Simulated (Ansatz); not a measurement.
Mulliken charges of C2H5InS (`S/C=[CH]\[InH2]`) from PBE/def2-TZVPP in Ansatz (PBE0-D4/def2-TZVP geometry).

| atom | x (Å) | y (Å) | z (Å) | charge (e) |
| --- | --- | --- | --- | --- |
| S1 | -0.606 | 2.185 | 0.404 | -0.099 |
| C2 | 0.800 | 1.157 | 0.342 | -0.036 |
| C3 | 0.907 | -0.149 | 0.071 | -0.371 |
| In4 | -0.648 | -1.519 | -0.403 | 0.470 |
| H5 | -1.524 | 1.250 | 0.097 | 0.115 |
| H6 | 1.685 | 1.750 | 0.571 | 0.099 |
| H7 | 1.923 | -0.536 | 0.103 | 0.099 |
| H8 | -0.247 | -3.163 | -0.719 | -0.125 |
| H9 | -2.288 | -0.973 | -0.465 | -0.151 |

Question: By hand: the dipole of these point charges (1 e Å = 4.8032 D).

Answer: Σ q r = (-0.052, -0.110, -0.030) e Å, of length 0.125 e Å = 0.60 D.

Question: How does the dipole of the full density compare? (Estimate.)

Answer: Ansatz gave: (0.102, -0.036, 0.004) e Å, 0.52 D; the point charges give 1.15 times that, at 96° from its direction.

Point charges leave out the atoms' own dipoles, such as those of lone pairs, and Mulliken's split depends on the basis, so the two needn't agree.
